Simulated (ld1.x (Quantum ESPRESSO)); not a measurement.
## u(r) = r·R(r): atom against pseudo-atom (copper (Cu))

Columns: radius, all-electron u(r) and pseudo u(r) of the 3d shell (level -5.32 eV) of copper in the configuration [Ne] 3s2 3p6 3d10 4s1 4p0; LDA (PZ), scalar-relativistic, PAW scheme, ld1.x (Quantum ESPRESSO) 7.5.

| r (bohr) | all-electron | pseudo |
| --- | --- | --- |
| 0.080 | 0.0625 | 0.0088 |
| 0.160 | 0.2649 | 0.0653 |
| 0.240 | 0.5048 | 0.1942 |
| 0.320 | 0.7080 | 0.3853 |
| 0.400 | 0.8500 | 0.5992 |
| 0.480 | 0.9322 | 0.7858 |
| 0.560 | 0.9667 | 0.9076 |
| 0.640 | 0.9670 | 0.9550 |
| 0.720 | 0.9450 | 0.9459 |
| 0.800 | 0.9095 | 0.9098 |
| 0.880 | 0.8666 | 0.8666 |
| 0.960 | 0.8202 | 0.8202 |
| 1.040 | 0.7730 | 0.7730 |
| 1.120 | 0.7265 | 0.7265 |
| 1.200 | 0.6817 | 0.6817 |
| 1.280 | 0.6390 | 0.6390 |
| 1.360 | 0.5987 | 0.5987 |
| 1.440 | 0.5609 | 0.5609 |
| 1.520 | 0.5255 | 0.5255 |
| 1.600 | 0.4925 | 0.4925 |
| 1.680 | 0.4618 | 0.4618 |
| 1.760 | 0.4332 | 0.4332 |
| 1.840 | 0.4066 | 0.4066 |
| 1.920 | 0.3819 | 0.3819 |
| 2.000 | 0.3588 | 0.3588 |
| 2.080 | 0.3373 | 0.3373 |

(1) How many radial nodes do the two functions have?

(2) At about which radius was the pseudo-wave matched?

(3) Is the pseudo-wave norm-conserving?

Answers

(1) The all-electron 3d function has n − l − 1 = 0; the pseudo-wave has 0.

(2) 0.85 bohr, where the columns begin to agree (steps of 0.08 bohr).

(3) No, it belongs to a PAW set: the norm inside the radius is not constrained, and the difference is carried by the augmentation charge.
